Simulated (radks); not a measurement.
Removal energies from the nickel ion Ni9+, [Ar] 3d(3/2: 1, 5/2: 0), by Delta-SCF beside the eigenvalue of the level emptied. All-electron calculation, Dirac Kohn-Sham, PBE, spin-unpolarised, spherical densities, finite nucleus; Fermi nuclear charge, rms radius of each element as measured or else 0.836 A^(1/3) + 0.57 fm. Program: a radial shooting solver on a logarithmic mesh with Libxc functionals. Sub-shells are occupied by j as written (lower j first in brackets).

| removed from | final configuration | Delta-SCF (eV) | -eigenvalue (eV) |
|---|---|---|---|
| 3d3/2 | [Ar] | 223.96 | 207.49 |
| 3p3/2 | [Ne] 3s2 3p(1/2: 2, 3/2: 3) 3d(3/2: 1, 5/2: 0) | 287.11 | 271.28 |
| 3p1/2 | [Ne] 3s2 3p(1/2: 1, 3/2: 4) 3d(3/2: 1, 5/2: 0) | 290.09 | 274.14 |
| 3s1/2 | [Ne] 3s1 3p6 3d(3/2: 1, 5/2: 0) | 329.69 | 313.72 |
